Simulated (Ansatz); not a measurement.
C3H7NSi (SMILES N[C@H]1C=C[SiH2]1) moved off its minimum; all values from Ansatz (a first-principles code), cores frozen in correlated methods.
(charge 0, multiplicity 1)
```xyz
12

N      1.9060    -0.4424     0.3285
C      0.4070    -0.7773     0.0730
C     -0.6625    -0.6584     1.0165
C     -1.5061     0.4619     0.4733
Si    -0.4073     0.4711    -0.9576
H      2.3148    -1.2214     1.0024
H      2.2061     0.3480     0.8007
H      0.3244    -1.6426    -0.2888
H     -0.6082    -0.7783     2.0672
H     -2.5173     0.8288     1.1267
H     -1.0796     0.1511    -2.2986
H      0.1961     1.8040    -1.1762
```

**Question.** Give the forces (eV/Å), the total energy and the dipole at CCSD(T)/aug-cc-pV(T+d)Z.

**Answer.** 
| atom | Fx | Fy | Fz |
|---|---|---|---|
| N1 | -0.421 | -5.640 | 0.681 |
| C2 | 4.590 | 5.606 | 1.523 |
| C3 | -3.615 | 6.265 | 0.601 |
| C4 | -1.833 | -2.880 | 4.716 |
| Si5 | -1.502 | 1.824 | -2.790 |
| H6 | -1.086 | 1.703 | -1.873 |
| H7 | -0.470 | 2.538 | 1.015 |
| H8 | 0.575 | -7.274 | -3.342 |
| H9 | -0.172 | -1.094 | 1.070 |
| H10 | 2.961 | -0.893 | -2.204 |
| H11 | 0.517 | -0.090 | 0.526 |
| H12 | 0.456 | -0.066 | 0.077 |
Energy -461.9028 hartree, dipole 1.75 D.

Doubts at one or more of the structures used: a restricted determinant that unrestricted orbitals would lower (CCSD(T)/aug-cc-pV(T+d)Z).
